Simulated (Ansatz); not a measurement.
Consider the redistribution: `CBO[SiH2][SiH3]` + `N[SiH2]C1O[SiH2]1` → `N[SiH2][SiH2][SiH3]` + `CBOC1O[SiH2]1`.

Computed with Ansatz on PBE0-D4/def2-TZVP structures; ΔE is electronic, products minus reactants. CCSD(T)/CBS is the MP2 limit (def2-TZVPP, def2-QZVPP) plus CCSD(T) − MP2 in def2-TZVPP, frozen cores. DFT in def2-TZVPP. Each species was taken in one conformer, which may not be the lowest.

CCSD(T)/CBS gives +143.5 kJ/mol.

(1) Another level gave +151.5 kJ/mol. Which?
A. HF/def2-TZVPP
B. r2SCAN/def2-TZVPP
C. CCSD(T)/def2-TZVPP
D. PBE-D4/def2-TZVPP

Largest T1 diagnostic among the species: 0.015.

## Answers

(1) A. HF/def2-TZVPP 151.5, r2SCAN 129.5, PBE-D4 111.1, CCSD(T)/def2-TZVPP 138.4 kJ/mol.

From PBE to PBE0 (25 % exact exchange), in def2-TZVPP and without D4, ΔE moves by +9.0 kJ/mol. The D4 term adds +5.6 kJ/mol with B3LYP and +3.1 kJ/mol with PBE0; it sums over pairs of atoms, weighted by their polarisabilities, and B3LYP, whose exchange is more repulsive, gets the larger term.

B3LYP here is the variant with VWN-RPA as its local correlation; programs differ in this.
